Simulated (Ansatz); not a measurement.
`C=C[Si](F)(Cl)Cl` + `N[SiH2]F` → `F[SiH2]N[Si](F)(Cl)Cl` + `C=C`  (ligand exchange at the Si–C bond)

Program: Ansatz. Geometries: PBE0-D4/def2-TZVP. ΔE: electronic, gas phase. CCSD(T)/CBS is the MP2 limit (def2-TZVPP, def2-QZVPP) plus CCSD(T) − MP2 in def2-TZVPP, frozen cores. This one scheme is used for every species. Functionals use def2-TZVPP. One conformer a species, not always the lowest.

(1) Is it downhill or uphill in electronic energy at CCSD(T)/CBS, and by how much? (Estimate.)

(2) What do these levels give: LDA (SPW92), r2SCAN0-D4, BHLYP-D4, CAM-B3LYP-D4, PBE0, MP2/def2-QZVPP? (Estimate.)

Largest T1 diagnostic among the species: 0.011.

Answers

(1) The calculation gave: Downhill: ΔE = -0.62 eV.

(2) Ansatz gave: LDA (SPW92) -0.52, r2SCAN0-D4 -0.62, BHLYP-D4 -0.67, CAM-B3LYP-D4 -0.63, PBE0 -0.54, MP2/def2-QZVPP -0.62 eV.

The D4 term adds −0.04 eV with B3LYP and −0.02 eV with PBE0; it sums over pairs of atoms, weighted by their polarisabilities, and B3LYP, whose exchange is more repulsive, gets the larger term. From PBE to PBE0 (25 % exact exchange), in def2-TZVPP and without D4, ΔE moves by −0.05 eV. Leaving LDA and LC-ωPBE aside and taking each functional with its dispersion term where it has one, the values, not all of them listed here, spread over 0.15 eV, from BHLYP-D4 to PBE-D4.

B3LYP here is the variant with VWN-RPA as its local correlation; programs differ in this.
